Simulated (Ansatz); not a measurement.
Mulliken charges of C2H5OSb (`C[CH]1[O][SbH]1`) from PBE/def2-TZVPP in Ansatz (PBE0-D4/def2-TZVP geometry).

```tsv
atom	x (Å)	y (Å)	z (Å)	charge (e)
C1	0.295	0.777	-0.623	-0.220
C2	-0.243	-0.592	-0.353	-0.077
O3	0.602	-1.491	0.245	-0.374
Sb4	-0.898	-1.216	1.608	0.444
H5	0.995	0.732	-1.465	0.091
H6	-0.507	1.470	-0.885	0.078
H7	0.833	1.165	0.243	0.084
H8	-0.868	-1.013	-1.146	0.087
H9	-0.121	0.122	2.358	-0.112
```

**Question.** By hand: the dipole of these point charges (1 e Å = 4.8032 D).

**Answer.** Σ q r = (-0.611, 0.070, 0.241) e Å, of length 0.661 e Å = 3.17 D.

**Question.** How does the dipole of the full density compare? (Best estimate.)

**Answer.** Computed: (-0.315, 0.202, 0.002) e Å, 1.80 D; the point charges give 1.76 times that, at 33° from its direction.

Point charges leave out the atoms' own dipoles, such as those of lone pairs, and Mulliken's split depends on the basis, so the two needn't agree.
